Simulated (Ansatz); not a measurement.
**Ligand exchange: C4H10 + Si(CH3)3Cl → C3H7Cl + Si(CH3)4**

Gas-phase species: C4H10 (butane) `CCCC`, singlet; Si(CH3)3Cl (chlorotrimethylsilane), singlet; C3H7Cl `CCCCl`, singlet; Si(CH3)4 (tetramethylsilane), singlet. The partners trade CH3 for Cl: C–CH3 and Si–Cl bonds give way to C–Cl and Si–CH3.

Shapes, held fixed at every level: PBE0-D4/def2-TZVP. Flexible molecules stand in one conformer, not always the lowest. Programs: Ansatz 0.2.0. Electronic energies: no zero-point or thermal term.

```
                level                   kind  ΔE (kJ/mol)  less CCSD(T)/CBS estimate
    PBE-D4/def2-TZVPP                    GGA       +122.3                       -6.7
   PBE0-D4/def2-TZVPP          global hybrid       +127.6                       -1.4
r2SCAN0-D4/def2-TZVPP          global hybrid       +131.9                       +2.9
     CCSD(T)/def2-SVP  coupled cluster or CI       +135.9                       +6.9
        CCSD/def2-SVP  coupled cluster or CI       +137.7                       +8.7
   CCSD(T)/def2-TZVPP  coupled cluster or CI       +128.1                       -0.9
 CCSD(T)/CBS estimate  coupled cluster or CI       +129.0                        0.0
```

The highest level, CCSD(T)/CBS estimate, gives ΔE = +129.0 kJ/mol; the levels span +122.3 to +137.7. The column of differences is taken from that level and isn't an error. No measured value is set beside it here. The CBS estimate extrapolates MP2 from def2-TZVPP and def2-QZVPP and adds CCSD(T) − MP2 in the triple-zeta set, cores frozen.
